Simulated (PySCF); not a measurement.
**Electron correlation in Zn (zinc, neutral)**

[Ar] 3d9 4s2 4p1, one real determinant (an excited configuration). Computed with PySCF 2.14 in aug-cc-pVDZ-PP with ECP10MDF (5s5p4d2f, 54 functions), with scalar relativity through the core potential. Frozen: 3s2 3p6; 12 electrons correlated.

```json
{"level": "CCSD", "correlation energy (mhartree)": "-357.65"}
{"level": "(T)", "correlation energy (mhartree)": "-8.81"}
{"level": "CCSD(T)", "correlation energy (mhartree)": "-366.46"}
```

Diagnostics: T1 = 0.020, D1 = 0.0793, largest double amplitude 0.061.

Q: Is a single reference adequate?

A: Yes: T1 lies below 0.03 and no double amplitude reaches 0.07.

The reference is one real determinant that mixes LS terms of this configuration.
